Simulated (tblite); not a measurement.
Compound: C7H15PS.
Numbering: `[CH3:1][CH2:2][P@@:3]([CH3:4])(=[S:5])[CH:6]1[CH2:7][CH2:8][CH2:9]1` (hydrogens: H10, H11, H12 on C1; H13, H14 on C2; H15, H16, H17 on C4; H18 on C6; H19, H20 on C7; H21, H22 on C8; H23, H24 on C9)

Structure optimised with GFN2-xTB, isolated species.

Problem. List the bond lengths, angles and torsions at this level.

Solution. 
```
                  bond  length (Å)   order
                 C1–C2       1.521  single
                 C2–P3       1.852  single
                 P3–C4       1.839  single
                 P3=S5       1.938  double
                 P3–C6       1.850  single
                 C6–C7       1.537  single
                 C7–C8       1.535  single
                 C8–C9       1.535  single
                 C6–C9       1.537  single
C1–H10, C1–H11, C1–H12       1.089  single
                C2–H13       1.094  single
                C2–H14       1.092  single
C4–H15, C4–H16, C4–H17       1.089  single
                C6–H18       1.092  single
                C7–H19       1.088  single
                C7–H20       1.091  single
                C8–H21       1.087  single
                C8–H22       1.088  single
                C9–H23       1.091  single
                C9–H24       1.088  single
```

Bonds in one row agree within 0.01 Å and their mean is given. Orders are formal, as drawn. A selection of angles:
```
     angle  degrees
 C2–C1–H10    110.7
 C2–C1–H11    109.7
H10–C1–H11    108.7
H10–C1–H12    108.5
  C1–C2–P3    110.8
 C1–C2–H13    110.3
 C1–C2–H14    111.5
 P3–C2–H13    106.0
 P3–C2–H14    109.5
H13–C2–H14    108.6
  C2–P3–C4    105.3
  C2–P3–S5    114.7
  C2–P3–C6    102.8
  C4–P3–S5    114.0
  C4–P3–C6    103.4
  S5–P3–C6    115.2
 P3–C4–H15    107.7
 P3–C4–H16    111.6
 P3–C4–H17    108.5
H15–C4–H16    110.0
  P3–C6–C7    114.2
  P3–C6–C9    114.3
 P3–C6–H18    109.9
  C7–C6–C9     89.4
 C7–C6–H18    113.9
 C9–C6–H18    113.9
  C6–C7–C8     89.5
 C6–C7–H19    116.3
 C6–C7–H20    111.7
 C8–C7–H19    116.6
 C8–C7–H20    112.3
H19–C7–H20    109.4
  C7–C8–C9     89.5
 C7–C8–H21    115.6
 C7–C8–H22    112.9
 C9–C8–H21    115.7
 C9–C8–H22    112.9
H21–C8–H22    109.2
 C8–C9–H23    112.3
 C8–C9–H24    116.5
  C6–C9–C8     89.5
 C6–C9–H23    111.8
 C6–C9–H24    116.4
H23–C9–H24    109.3
```

Torsions: C1–C2–P3–C4 -73° (synclinal); C2–P3–C6–C7 -75° (synclinal); P3–C6–C7–C8 -128° (anticlinal); C6–C7–C8–C9 11° (synperiplanar); C7–C8–C9–C6 -11° (synperiplanar); P3–C6–C9–C8 127° (anticlinal).

Of the pairs four or more bonds apart, S5···H11 is among the closest relative to their van der Waals radii: 2.95 Å, 98 % of the sum of Bondi's values. P3 (phosphorus bonded to 3 C and S) is distorted tetrahedral (angles from 102.8° to 115.2°). All internal angles of the 4-membered ring C6–C7–C8–C9 are 89.5°; it is puckered, 0.07 Å rms from its mean plane, widest ring torsion 11°.

Point group: C1 (no symmetry element, even within 0.4 Å). Its GFN2-xTB frequencies are all real (lowest 46 cm⁻¹). The numbers are those of one conformer.

All values are computed, not measured.
